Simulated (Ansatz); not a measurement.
Cost and result for the atomization energy of `[SiH3][O][In][SH]` radical (8 atoms, 7 bonds).

Cartesian coordinates in Å:
```
Si -0.585 0.149 -0.963
O 0.779 0.969 -0.987
In 2.442 0.930 0.323
S 0.585 -1.178 1.758
H -1.811 0.950 -0.683
H -0.464 -0.848 0.315
H -0.813 -0.759 -2.121
H -0.132 -0.213 2.358
```

Charge 0, multiplicity 2. Correlated methods include outer-core shells of In, which these sets cover unevenly. In: def2 effective core potential. The geometry is a stationary point of PBE0-D4/def2-TZVP. It is one conformer, not always the lowest. Program: Ansatz. Hardware: A = 2 threads of an AMD EPYC 7R13 on a shared host; B = 2 threads of an AMD EPYC 7R13 on a shared host and a share of an NVIDIA H100 80 GB. Times are those of one run each, without the atoms' runs, and a repeat can differ threefold. Electronic energies, without spin–orbit coupling; frozen cores. CCSD(T)/CBS adds CCSD(T) − MP2 in def2-TZVPP to the MP2 limit, and its time is that of the two runs behind it. T1 = 0.019; ⟨S²⟩ of the reference is 0.78. With those shells the extrapolation isn't a true limit. HSE06 is the plane-wave form, built on full-range PBE exchange.

CCSD(T)/CBS is a level of theory with its own doubt, some kJ/mol a heavy atom from the limit and from the frozen cores, so smaller differences don't rank the functionals.

```csv
level,functions,wall time
CCSD(T)/def2-SVP [B],96,2.5 s
LDA (SPW92)/def2-TZVPP [A],221,3.5 s
BLYP-D4/def2-TZVPP [A],221,6 s
MP2/def2-QZVPP [B],399,7 s
CCSD(T)/def2-TZVPP [B],221,7.5 s
HSE06-D4/def2-TZVPP [A],221,11 s
BHLYP-D4/def2-TZVPP [A],221,12 s
CAM-B3LYP-D4/def2-TZVPP [A],221,14 s
CCSD(T)/CBS(def2),–,15 s
r2SCANh-D4/def2-TZVPP [A],221,15 s
PBE-QIDH/def2-TZVPP [A],221,15 s
B2PLYP/def2-TZVPP [A],221,17 s
ωB97M-V/def2-TZVPP (with forces) [A],221,31 s
```

Q: What atomization energy does each give, and how far from CCSD(T)/CBS? (Estimate.)

A: Computed: 
```csv
level,atomization (kcal/mol),difference from CCSD(T)/CBS,per bond
CCSD(T)/def2-SVP [B],489.4,-53.3,-7.6
LDA (SPW92)/def2-TZVPP [A],622.8,80.1,11.4
BLYP-D4/def2-TZVPP [A],544.8,2.1,0.3
MP2/def2-QZVPP [B],539.6,-3.1,-0.4
CCSD(T)/def2-TZVPP [B],522.5,-20.2,-2.9
HSE06-D4/def2-TZVPP [A],533.4,-9.3,-1.3
BHLYP-D4/def2-TZVPP [A],522.8,-19.9,-2.8
CAM-B3LYP-D4/def2-TZVPP [A],540.7,-2.0,-0.3
CCSD(T)/CBS(def2),542.7,0.0,0.0
r2SCANh-D4/def2-TZVPP [A],539.2,-3.5,-0.5
PBE-QIDH/def2-TZVPP [A],527.1,-15.6,-2.2
B2PLYP/def2-TZVPP [A],530.9,-11.8,-1.7
ωB97M-V/def2-TZVPP (with forces) [A],539.4,-3.3,-0.5
```

In def2-TZVPP, CCSD(T) changes the Hartree–Fock value by +152.8 kcal/mol (the triples alone add +10.2 kcal/mol) and MP2 by +157.9 kcal/mol; breaking electron pairs costs correlation energy, which Hartree–Fock lacks. From r2SCAN to r2SCAN0 (25 % exact exchange), in def2-TZVPP and without D4, the atomization energy moves by −14.2 kcal/mol: exact exchange takes away binding that semilocal exchange gives to molecules. Leaving LDA and LC-ωPBE aside and taking each functional with its dispersion term where it has one, the values, not all of them listed here, spread over 24.7 kcal/mol, from BHLYP-D4 to PBE-D4. LDA lies +81.1 kcal/mol from PBE without D4, its usual overbinding.

Spin–orbit coupling would lower the free In atoms strongly, and the atomization energy with them, by more than many differences here.
